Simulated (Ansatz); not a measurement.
Input file for AlBH₄NSb (`[BH]1[NH][SbH][AlH]1`):

```yaml
crystal:
  periodic: [false, false, false]
  atoms:
    - {symbol: B, position_ang: [-0.910338, 0.759944, -0.235068]}
    - {symbol: N, position_ang: [0.398770, 1.060951, 0.140962]}
    - {symbol: Sb, position_ang: [1.867584, -0.439314, 0.001215]}
    - {symbol: Al, position_ang: [-0.591375, -1.298712, -0.684796]}
    - {symbol: H, position_ang: [-1.780747, 1.585984, -0.212207]}
    - {symbol: H, position_ang: [0.667002, 1.989808, 0.447332]}
    - {symbol: H, position_ang: [1.626447, -1.005950, 1.609351]}
    - {symbol: H, position_ang: [-1.185042, -2.709910, -1.122588]}
basis:
  gaussian: {orbitals: def2-TZVPP}
correlation: {method: ccsd_t}
output: {orbitals: {seedname: orbitals}}
```

```sh
$ ansatz run in.yaml --threads 2 --pin off --events-out ev --progress --plain --max-ram 4352MiB
```

The program prints (abridged):

```
Functional definition: HF
1408 factors; integrals over basis functions are off by at most 1.1e-3 eV
mean field evaluation 1: about -15307.4580 eV, gradient 3.7e1 eV
mean field evaluation 2: about -15307.6668 eV, gradient 3.7e1 eV
mean field evaluation 4: about -15311.1456 eV, gradient 4.4e0 eV
mean field evaluation 8: about -15311.2362 eV, gradient 2.4e-1 eV
mean field evaluation 64: about -15302.6704 eV, gradient 4.6e0 eV
mean field -15311.23680219 eV, -562.6775741515 hartree, gradient 1.9e-6 eV, S^2 0.000000; 0 other end points of the search recorded, 0 dependent functions left out
11 core orbitals not correlated: weight in the atoms' cores, before any rotation towards them, 1.000 or more for the frozen orbitals, at most 0.000 for the correlated occupied ones
reference -15311.23680219 eV, -562.6775741515 hartree; 15, 15 occupied and 184, 184 virtual orbitals, 1408 factors
second order -19.89572044 eV of doubles, -0.00000000 eV of singles
cycle   1  -19.74210807 eV  change    1.5e-1 eV  update   1.2e-1
cycle   2  -20.33749031 eV  change   -6.0e-1 eV  update   3.7e-2
cycle   3  -20.46052972 eV  change   -1.2e-1 eV  update   2.2e-2
cycle   4  -20.44345482 eV  change    1.7e-2 eV  update   6.6e-3
cycle   5  -20.44207705 eV  change    1.4e-3 eV  update   3.4e-3
cycle   6  -20.44338243 eV  change   -1.3e-3 eV  update   1.1e-3
cycle   7  -20.44274877 eV  change    6.3e-4 eV  update   5.2e-4
cycle   8  -20.44271485 eV  change    3.4e-5 eV  update   2.1e-4
cycle   9  -20.44284663 eV  change   -1.3e-4 eV  update   1.0e-4
cycle  10  -20.44279826 eV  change    4.8e-5 eV  update   4.2e-5
cycle  11  -20.44281008 eV  change   -1.2e-5 eV  update   2.1e-5
perturbative correction -0.82589936 eV, -0.0303512415 hartree
Total energy: -15332.50551163 eV, -563.4591848069 hartree
```

Hardware: 2 threads of an Arm Neoverse V2 on a shared host. Wall time 110 s, peak host memory 3 GiB.

The correlation energy is -21.269 eV, 3.9 % of it from (T); the T1 diagnostic reads 0.0160.
